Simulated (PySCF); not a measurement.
Ga(H)(OH)(NH2) (GaH4NO), SMILES [NH2][GaH][OH]. Atoms are numbered in the order given.

```xyz
7

Ga    -0.3359     0.0268     0.0000
H     -1.8781     0.1185     0.0000
O      0.6069     1.5499     0.0000
H      1.5597     1.4370     0.0000
N      0.5903    -1.5344     0.0000
H      1.5935    -1.6061     0.0000
H      0.1499    -2.4386     0.0000
```
Charge 0, spin multiplicity 1.

Geometry: ωB97X-D3(BJ)/def2-TZVP. The values are those of a single conformer.

These are PySCF 2.14.0 with TDA-CAM-B3LYP/def2-SVPD values and carry that method's errors.

Vertical excitations. The molecule is in vacuum. State labels are in the subgroup Cs.

### Question
Estimate the UV-visible absorptions. (The exact figures need the calculation; the answer reports its results.)

### Answer

| state | symmetry | energy (eV) | λ (nm) | f | main pairs |
|---|---|---|---|---|---|
| S1 | A" | 6.08 | 204 | 0.033 | HOMO→LUMO 91 % |
| S2 | A' | 6.72 | 184 | 0.077 | HOMO→LUMO+1 91 % |
| S3 | A" | 7.12 | 174 | 0.055 | HOMO→LUMO+2 62 %, HOMO−1→LUMO 25 % |
| S4 | A" | 7.53 | 165 | 0.024 | HOMO−1→LUMO 45 %, HOMO→LUMO+2 26 %, HOMO−1→LUMO+2 12 % |
| S5 | A' | 7.73 | 160 | 0.094 | HOMO−2→LUMO 45 %, HOMO−1→LUMO+1 33 %, HOMO−2→LUMO+2 10 % |
| S6 | A" | 7.75 | 160 | 0.003 | HOMO−2→LUMO+1 91 % |
| S7 | A" | 7.81 | 159 | 0.016 | HOMO→LUMO+3 47 %, HOMO−3→LUMO+1 20 %, HOMO→LUMO+4 17 % |
| S8 | A" | 7.98 | 155 | 0.108 | HOMO−3→LUMO+1 69 %, HOMO→LUMO+3 16 % |
| S9 | A' | 8.15 | 152 | 0.093 | HOMO−1→LUMO+1 56 %, HOMO−2→LUMO 32 % |
| S10 | A" | 8.28 | 150 | 0.003 | HOMO→LUMO+4 36 %, HOMO→LUMO+5 21 %, HOMO→LUMO+3 21 %, HOMO→LUMO+9 9 % |
| T1 | A' | 5.57 | 223 | 0 | HOMO→LUMO+1 94 % |
| T2 | A" | 5.65 | 220 | 0 | HOMO→LUMO 82 % |
| T3 | A" | 6.72 | 185 | 0 | HOMO−1→LUMO 49 %, HOMO→LUMO+2 27 %, HOMO−1→LUMO+2 13 % |
| T4 | A' | 7.02 | 177 | 0 | HOMO−1→LUMO+1 91 % |
Triplets are in the Tamm–Dancoff approximation.
